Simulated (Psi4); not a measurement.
CH3AlF (SMILES [CH3][Al][F]), doublet, at a GFN2-xTB geometry (such geometries of metal compounds can be far from the true shape) (the spin is typed, not shown lowest). Base run: HF/def2-SVP run with Psi4.

Psi4 was given this input:
```
memory 2 GB

molecule {
0 2
  Al    0.44002451   -0.09977454    0.26333881
  C    -0.05333652    1.40742987   -0.99749356
  H    -0.86612180    2.02472343   -0.60563875
  H    -0.37041732    1.04109293   -1.97751446
  H     0.81040018    2.05814325   -1.15112478
  F    -0.55268450   -1.36349663    0.69953719
}

set basis def2-svp
set reference uhf
set stability_analysis check
set scf_type pk

energy('scf')
print_variables()
```

The bond that is stretched is that between atoms 5 and 2. A test that says stable can miss a lower solution.

Each row names what was changed in the base input (with any setting that the change needs).

```
change                                                     ΔE vs base (eV)  <S^2>        outcome
---------------------------------------------------------  ---------------  -----  -------------
base                                                                  0.00  0.757      converged
stability_analysis = follow; reference = uhf                          0.00  0.757      converged
bond × 1.25                                                           0.83  0.757      converged
stability_analysis = follow; reference = uhf; bond × 1.25             0.83  0.757      converged
bond × 1.5                                                            2.23  0.791      converged
stability_analysis = follow; reference = uhf; bond × 1.5              2.23  0.791      converged
bond × 1.8                                                            3.83  0.756      converged
stability_analysis = follow; reference = uhf; bond × 1.8              3.27  1.373      converged
bond × 2.2                                                            5.79  1.577      converged
stability_analysis = follow; reference = uhf; bond × 2.2              3.80  1.642      converged
bond × 3.0                                                               -      -  not converged
stability_analysis = follow; reference = uhf; bond × 3.0                 -      -  not converged
```

Psi4 reported an instability in these rows: bond × 1.8; stability_analysis = follow; reference = uhf; bond × 1.8; bond × 2.2; stability_analysis = follow; reference = uhf; bond × 2.2 (restricted rows aren't judged here).

On stretching, the SCF can end on different states; <S^2> shows the spin contamination of each.
